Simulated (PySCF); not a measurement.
**Energy of Fe²⁺ (iron, charge +2) between two integer charges**

The 3d beta orbital of [Ar] 3d6 is emptied in steps (occupation f), with all orbitals relaxed, ending at [Ar] 3d5. All numbers are calculated (PySCF 2.14, the spin-free X2C one-electron Hamiltonian (Gaussian nucleus), in jorge-DZP-DKH). The exact energy is a straight line in f; departures are measured from the line between the end points of the same method.

| f | CAM-B3LYP (eV) |
| --- | --- |
| 1 | 0.000 |
| 0.8 | -0.653 |
| 0.6 | -0.988 |
| 0.4 | -0.997 |
| 0.2 | -0.671 |
| 0 | 0.000 |

Problem. For CAM-B3LYP, how does the orbital energy at f = 1 compare with the removal energy?

Solution. −ε = 27.309 eV against a total-energy difference of 31.356 eV. By Janak's theorem ε = ∂E/∂f, so the gap between them reflects the curvature. Along the path −ε is 28.880 (f = 0.8), 30.489 (f = 0.6), 32.141 (f = 0.4), 33.839 (f = 0.2) eV.

Reference removal energy between the ground levels: 30.651 ± 0.012 eV (measured; NIST Atomic Spectra Database, ionization energies). The calculation has no spin-orbit coupling. The determinant left behind need not be the lowest term of the ion.
